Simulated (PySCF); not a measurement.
Vertical excitations of a molecule C₄H₁₀O₂ from TDA-LC-ωPBE/def2-SVPD run with PySCF, as energy in eV (oscillator strength): 7.75 (0.036), 7.85 (0.040), 8.72 (0.003), 8.81 (0.000), 8.86 (0.055), 8.90 (0.016). Lowest triplet (TDA): 7.47 eV. The structure is a stationary point at r2SCAN-D4/def2-SVP. The values are those of a single conformer.

Task: Pick the molecule that these values belong to.
A) COCCOC
B) CO[C@@H](C)CO
C) CCOCOC
D) CC(CO)CO

Result: A, COCCOC
